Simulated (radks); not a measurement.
Values are calculated unless marked as measured or tabulated.
Trend from N+ to Bi+: ionisation energy by Delta-SCF between NIST ground configurations, and size. Level of theory: scalar-relativistic Kohn-Sham, PBE, spin-polarised, spherical densities, finite nucleus; open shells are filled with parallel spins first (spin-orbit coupling, left out, can overturn this in heavy ions); Fermi nuclear charge, rms radius of each element as measured or else 0.836 A^(1/3) + 0.57 fm (a radial shooting solver on a logarithmic mesh with Libxc functionals).

| species | configuration | IE (eV) | NIST (eV) | kind | -e(HOMO) (eV) | outermost | <r> outermost (bohr) | r at 0.001 e/bohr^3 (bohr) |
|---|---|---|---|---|---|---|---|---|
| N+ | [He] 2s2 2p2 | 30.078 | 29.601 | semi-emp. | 22.032 (2p) | 2s | 1.27 | 3.00 |
| P+ | [Ne] 3s2 3p2 | 19.867 | 19.769 | semi-emp. | 15.018 (3p) | 3p | 2.12 | 3.81 |
| As+ | [Ar] 3d10 4s2 4p2 | 18.572 | 18.589 | exp. | 14.079 (4p) | 4p | 2.29 | 3.94 |
| Sb+ | [Kr] 4d10 5s2 5p2 | 16.518 | 16.63 | exp. | 12.625 (5p) | 5p | 2.65 | 4.26 |
| Bi+ | [Hg] 6p2 | 15.762 | 16.703 | exp. | 12.038 (6p) | 6p | 2.78 | 4.32 |

Reference values: NIST Atomic Spectra Database (exp. = measured, semi-emp. = semi-empirical, theory = theoretical value adopted there). Open shells are spherical and high-spin; term and fine-structure splittings are not resolved. Spin-orbit splitting is averaged out at the scalar-relativistic level.
